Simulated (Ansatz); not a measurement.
System: SbH2, net charge -1, singlet state. 
Geometry from a B3LYP-D3(BJ)/def2-TZVP (Ansatz, an electronic-structure program) optimisation:
```xyz
3

Sb     0.0034    -0.0001     0.0459
H     -0.0752    -1.2315    -1.1751
H     -0.1006     1.2381    -1.1663
```
Charge -1, spin multiplicity 1.

Basis-set convergence of Hartree-Fock and CCSD correlation energies (hartree) with Ansatz. Valence correlation only, unless marked. Spin-orbit coupling is left out. Frozen are the shells of the preceding noble gas and the d and f shells that filled before the atom's block. Past Kr the def2 sets carry scalar-relativistic core potentials.

| basis | functions | E(HF) | E(corr, CCSD) |
|---|---|---|---|
| def2-SVPD | 48 | -240.39775 | -0.13990 |
| def2-TZVPPD | 90 | -240.41496 | -0.16607 |
| def2-QZVPPD | 154 | -240.41782 | -0.17556 |

Extrapolating the two largest sets (X = 3 and 4) as X^-3: E(corr) = (64·(-0.17556) - 27·(-0.16607))/37 = -0.1825 Eh, an estimate of the basis-set limit. The largest set recovers 96.2 % of it, the smallest 76.7 %.
